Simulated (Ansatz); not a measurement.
Frontier orbitals of H$_{4}$N$_{2}$S$_{2}$W, SMILES `[NH2][W]([NH2])(=[S])=[S]`.

```csv
atom,x (Å),y (Å),z (Å)
N1,0.3024,-1.4366,-0.7864
W2,0.3501,0.0080,0.4952
N3,-0.8639,1.4239,-0.0079
S4,-0.2899,-0.7642,2.3737
S5,2.3225,0.8104,0.5016
H6,-0.3091,-2.2348,-0.7118
H7,0.9124,-1.4987,-1.5869
H8,-1.8229,1.4780,0.2990
H9,-0.6016,2.2141,-0.5765
```

The species carries charge 0 and has multiplicity 1. Correlated methods include outer-core shells of W, which these sets cover unevenly. W takes the def2 core potential. The geometry is a stationary point of PBE0-D4/def2-TZVP. It is one conformer, not always the lowest. Basis def2-TZVPP, the Gaussian-basis code of Ansatz.

| functional | HOMO (eV) | LUMO (eV) |
| --- | --- | --- |
| ωB97X-V | -9.22 | -0.45 |

(1) Give HOMO and LUMO (eV) with LDA (SPW92), PBE, revPBE, BLYP, r2SCAN, B97M-V, PBE0, B3LYP, r2SCANh, r2SCAN0, HSE06 (plane-wave form), BHLYP, CAM-B3LYP, LC-ωPBE, ωB97M-V, HF. (Best estimate.)

Results:

(1) Ansatz gave: 
```csv
functional,HOMO,LUMO
LDA (SPW92),-6.08,-3.27
PBE,-5.94,-3.11
revPBE,-5.88,-3.05
BLYP,-5.75,-2.95
r2SCAN,-6.22,-3.08
B97M-V,-6.26,-3.00
PBE0,-7.06,-2.44
B3LYP,-6.81,-2.58
r2SCANh,-6.62,-2.82
r2SCAN0,-7.24,-2.42
HSE06 (plane-wave form),-6.67,-2.81
BHLYP,-8.00,-1.57
CAM-B3LYP,-8.24,-1.39
LC-ωPBE,-9.56,-0.42
ωB97M-V,-9.06,-0.46
HF,-9.49,0.81
```

B3LYP here is the variant with VWN-RPA as its local correlation; programs differ in this. LC-ωPBE has ω = 0.4 bohr⁻¹.
